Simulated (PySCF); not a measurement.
S₄, SMILES [S]([S]=S)=S (connectivity only; charge and spin as stated), neutral, multiplicity 1.

The structure is a stationary point at ωB97X-D3(BJ)/def2-SVP. Other conformers were not sampled.

Two levels are set side by side: TDA-PBE/def2-SVPD (PySCF) and TDA-PBE0/def2-SVPD (PySCF). Vertical, same geometry. The lowest singlet is HOMO−1→LUMO 100 % with PBE and HOMO−1→LUMO 100 % with the other functional; states are paired by order. Differences are taken from unrounded values.

| quantity | TDA-PBE0 |
|---|---|
| lowest singlet excitation (eV) | 1.82 |
| lowest triplet excitation (TDA) (eV) | 0.54 |
| first bright state (f over 0.05) (eV) | 2.98 |
| its oscillator strength | 0.12 |

### Question
What does TDA-PBE give, and how far is it from TDA-PBE0? (The exact figures need the calculation; the answer reports its results.)

### Answer

| quantity | TDA-PBE | TDA-PBE minus TDA-PBE0 |
|---|---|---|
| lowest singlet excitation (eV) | 1.94 | 0.12 |
| lowest triplet excitation (TDA) (eV) | 0.91 | 0.37 |
| first bright state (f over 0.05) (eV) | 3.13 | 0.16 |
| its oscillator strength | 0.09 | -0.03 |

Rough cost on one machine, each run with all the roots and properties that it gave: TDA-PBE0 against TDA-PBE within a factor of 2.
